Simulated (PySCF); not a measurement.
FH5N2OSi, SMILES N[Si](N)(O)F.

The structure is a stationary point at B3LYP-D3(BJ)/def2-SVP. The structure was generated by enumeration, and PubChem lists no compound with its InChIKey, so it may never have been made. One conformer was computed; it need not be the lowest.

The numbers are results of B3LYP-D3(BJ)/def2-SVP in PySCF, not measurements.

Frequencies are harmonic and unscaled.

```json
[
 {"mode": "1", "ν (cm⁻¹)": "159", "IR (km/mol)": "31.1", "moving atoms (share of kinetic energy)": "H 64 %, N 19 %, F 11 %"},
 {"mode": "2", "ν (cm⁻¹)": "222", "IR (km/mol)": "16.7", "moving atoms (share of kinetic energy)": "H 28 %, O 27 %, N 23 %, F 23 %"},
 {"mode": "3", "ν (cm⁻¹)": "251", "IR (km/mol)": "2.6", "moving atoms (share of kinetic energy)": "H 82 %"},
 {"mode": "4", "ν (cm⁻¹)": "261", "IR (km/mol)": "34.9", "moving atoms (share of kinetic energy)": "H 61 %, N 27 %"},
 {"mode": "5", "ν (cm⁻¹)": "312", "IR (km/mol)": "108.0", "moving atoms (share of kinetic energy)": "H 70 %, Si 11 %"},
 {"mode": "6", "ν (cm⁻¹)": "340", "IR (km/mol)": "104.4", "moving atoms (share of kinetic energy)": "H 66 %, N 22 %"},
 {"mode": "7", "ν (cm⁻¹)": "347", "IR (km/mol)": "58.6", "moving atoms (share of kinetic energy)": "H 27 %, F 26 %, N 18 %, Si 15 %, O 14 %"},
 {"mode": "8", "ν (cm⁻¹)": "348", "IR (km/mol)": "102.0", "moving atoms (share of kinetic energy)": "H 39 %, N 21 %, O 18 %, Si 12 %, F 10 %"},
 {"mode": "9", "ν (cm⁻¹)": "379", "IR (km/mol)": "167.9", "moving atoms (share of kinetic energy)": "N 39 %, O 18 %, H 16 %, Si 16 %, F 12 %"},
 {"mode": "10", "ν (cm⁻¹)": "435", "IR (km/mol)": "5.7", "moving atoms (share of kinetic energy)": "H 86 %, N 9 %"},
 {"mode": "11", "ν (cm⁻¹)": "747", "IR (km/mol)": "9.0", "moving atoms (share of kinetic energy)": "N 38 %, F 29 %, O 24 %, H 8 %"},
 {"mode": "12", "ν (cm⁻¹)": "775", "IR (km/mol)": "23.5", "moving atoms (share of kinetic energy)": "H 70 %, N 14 %, O 13 %"},
 {"mode": "13", "ν (cm⁻¹)": "804", "IR (km/mol)": "1.2", "moving atoms (share of kinetic energy)": "H 64 %, N 30 %"},
 {"mode": "14", "ν (cm⁻¹)": "833", "IR (km/mol)": "115.8", "moving atoms (share of kinetic energy)": "H 74 %, N 13 %"},
 {"mode": "15", "ν (cm⁻¹)": "897", "IR (km/mol)": "196.2", "moving atoms (share of kinetic energy)": "Si 44 %, N 18 %, F 17 %, O 12 %, H 9 %"},
 {"mode": "16", "ν (cm⁻¹)": "968", "IR (km/mol)": "239.6", "moving atoms (share of kinetic energy)": "Si 50 %, O 19 %, N 17 %, H 13 %"},
 {"mode": "17", "ν (cm⁻¹)": "989", "IR (km/mol)": "236.4", "moving atoms (share of kinetic energy)": "Si 48 %, N 21 %, H 21 %"},
 {"mode": "18", "ν (cm⁻¹)": "1526", "IR (km/mol)": "95.2", "moving atoms (share of kinetic energy)": "H 87 %, N 13 %"},
 {"mode": "19", "ν (cm⁻¹)": "1533", "IR (km/mol)": "47.3", "moving atoms (share of kinetic energy)": "H 88 %, N 11 %"},
 {"mode": "20", "ν (cm⁻¹)": "3589", "IR (km/mol)": "31.9", "moving atoms (share of kinetic energy)": "H 96 %"},
 {"mode": "21", "ν (cm⁻¹)": "3600", "IR (km/mol)": "32.5", "moving atoms (share of kinetic energy)": "H 96 %"},
 {"mode": "22", "ν (cm⁻¹)": "3686", "IR (km/mol)": "32.3", "moving atoms (share of kinetic energy)": "H 91 %, N 9 %"},
 {"mode": "23", "ν (cm⁻¹)": "3702", "IR (km/mol)": "38.8", "moving atoms (share of kinetic energy)": "H 91 %, N 9 %"},
 {"mode": "24", "ν (cm⁻¹)": "3882", "IR (km/mol)": "84.8", "moving atoms (share of kinetic energy)": "H 94 %"}
]
```
